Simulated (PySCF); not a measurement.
Species: C3H9FSi.
SMILES with atom numbers: `[CH3:1][C:2]([CH3:3])([F:4])[SiH3:5]` (hydrogens: H6, H7, H8 on C1; H9, H10, H11 on C3; H12, H13, H14 on Si5)

Cartesian coordinates in Å at the PBE0-D3(BJ)/def2-SVP level; atoms count from 1:
```
atom  x, y, z in Å
C1    -0.775   -1.149   -0.034
C2     0.044    0.102   -0.280
C3    -0.509    1.306    0.457
F4    -0.027    0.384   -1.656
Si5    1.911   -0.167    0.068
H6    -1.826   -0.971   -0.316
H7    -0.399   -1.993   -0.632
H8    -0.747   -1.437    1.028
H9    -1.562    1.469    0.173
H10    0.056    2.216    0.208
H11   -0.464    1.156    1.546
H12    2.125   -0.482    1.515
H13    2.409   -1.306   -0.759
H14    2.663    1.075   -0.279
```

Jobs on this species (14 atoms, 50 electrons) with PySCF (density fitting). Hardware of each: an Arm Neoverse V1 with one thread, shared host. The host was shared with other jobs, so the times are rough. Peak memory is the resident size of the whole Python process, interpreter and libraries included.

```tsv
level and settings	work	basis functions	SCF cycles	wall time	peak memory
delta-SCF UKS PBE, pcX-2 on the ionised atom, pcseg-1 elsewhere, spin-free X2C	ΔSCF core ionisation, 5 holes	161	?	?	?
delta-SCF UKS SCAN, pcX-2 on the ionised atom, pcseg-1 elsewhere, non-relativistic	ΔSCF core ionisation, 5 holes	161	?	?	?
PBE0-D3(BJ)/def2-SVP, grid level 1	geometry optimisation from a GFN2-xTB start shaken at random	119	47	37 s	0.50 GiB
delta-SCF UKS PBE0, pcX-2 on the ionised atom, pcseg-1 elsewhere, spin-free X2C	ΔSCF core ionisation, 5 holes	161	67	31 s	0.78 GiB
delta-SCF UKS B3LYP, pcX-2 on the ionised atom, pcseg-1 elsewhere, spin-free X2C	ΔSCF core ionisation, 5 holes	161	68	32 s	0.62 GiB
delta-SCF UKS SCAN, def2-TZVP on the ionised atom, pcseg-1 elsewhere, spin-free X2C	ΔSCF core ionisation, 5 holes	138	71	28 s	0.47 GiB
delta-SCF UKS SCAN, pcX-1 on the ionised atom, pcseg-1 elsewhere, spin-free X2C	ΔSCF core ionisation, 5 holes	141	74	26 s	0.48 GiB
delta-SCF UKS SCAN, pcX-2 on the ionised atom, pcseg-1 elsewhere, spin-free X2C	ΔSCF core ionisation, 5 holes	161	74	30 s	0.67 GiB
delta-SCF UKS HF, pcX-2 on the ionised atom, pcseg-1 elsewhere, spin-free X2C	ΔSCF core ionisation, 5 holes	161	68	18 s	0.62 GiB
```

Problem. Fill in the missing figures.

Solution. 
- delta-SCF UKS PBE, pcX-2 on the ionised atom, pcseg-1 elsewhere, spin-free X2C; ΔSCF core ionisation, 5 holes: 18 s, 0.62 GiB, 74 SCF cycles
- delta-SCF UKS SCAN, pcX-2 on the ionised atom, pcseg-1 elsewhere, non-relativistic; ΔSCF core ionisation, 5 holes: 30 s, 0.64 GiB, 75 SCF cycles

Problem. What do all jobs in the table cost together?

Solution. About 4.2 min; the longest takes about 15 % of that, and about 2.1 times as long as the shortest.
